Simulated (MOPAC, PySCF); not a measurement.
Bond stretch in ZnH, doublet.

Methods: AM1, unrestricted, heats of formation (MOPAC); UKS-B3LYP/6-31G* = unrestricted B3LYP/6-31G*, spherical d (PySCF); UHF/6-31G* = unrestricted Hartree-Fock/6-31G*, spherical d in PySCF; UCCSD(T) = CCSD(T) on UHF/def2-SVP, 5 core orbitals frozen run with PySCF.

Energies relative to the lowest point of each curve near equilibrium, in kcal/mol; the last columns give the difference from UCCSD(T):

```tsv
R / Å	AM1	UKS-B3LYP/6-31G*	UHF/6-31G*	UCCSD(T)	AM1 − UCCSD(T)	UKS-B3LYP/6-31G* − UCCSD(T)	UHF/6-31G* − UCCSD(T)
1.22	12.7	29.0	34.9	31.1	-18.4	-2.0	3.8
1.30	6.2	15.6	19.6	17.5	-11.3	-1.8	2.2
1.39	1.8	6.5	8.9	7.9	-6.1	-1.4	1.0
1.44	0.5	3.5	5.1	4.6	-4.0	-1.1	0.5
1.51	0.0	1.0	1.8	1.6	-1.6	-0.6	0.2
1.56	0.4	0.2	0.6	0.5	-0.1	-0.3	0.1
1.62	1.7	0.0	0.0	0.0	1.7	0.0	0.0
1.68	3.7	0.5	0.3	0.2	3.4	0.3	0.0
1.70	4.5	0.8	0.5	0.4	4.0	0.3	0.1
1.77	7.7	2.1	1.7	1.6	6.2	0.5	0.2
1.85	12.0	4.1	3.8	3.4	8.7	0.7	0.4
1.99	19.6	8.1	8.0	7.2	12.5	0.9	0.8
2.20	27.6	14.1	13.8	12.6	15.0	1.5	1.2
2.42	—	19.3	17.7	16.4	—	2.8	1.3
2.64	—	22.9	19.7	18.3	—	4.7	1.4
2.91	—	25.7	20.6	19.0	—	6.7	1.7
3.20	—	27.2	20.8	19.0	—	8.2	1.7
3.60	—	28.0	20.6	19.0	—	9.0	1.7
3.94	—	28.2	20.5	18.9	—	9.3	1.6
4.41	—	28.4	20.4	18.9	—	9.5	1.5
4.85	—	28.4	20.4	18.9	—	9.6	1.5
5.67	—	28.5	20.4	18.9	—	9.6	1.5
6.45	—	28.5	20.4	18.9	—	9.6	1.5
```

AM1 is furthest from UCCSD(T) at 1.22 (-18.4 kcal/mol, below); its mean absolute difference over the points is 7.2 kcal/mol.

UKS-B3LYP/6-31G* is furthest from UCCSD(T) at 6.45 (9.6 kcal/mol, above); its mean absolute difference over the points is 3.9 kcal/mol.

UHF/6-31G* is furthest from UCCSD(T) at 1.22 (3.8 kcal/mol, above); its mean absolute difference over the points is 1.1 kcal/mol.

Dashes: no converged value, or the column stops at the first point that the program doubted or that broke a chosen test of continuity, which isn't proof of a fault.

The unrestricted determinant behind UHF/6-31G* is spin-contaminated at 2.20 to 2.42 Å (<S²> up to 0.9, against 0.75 for a pure doublet).
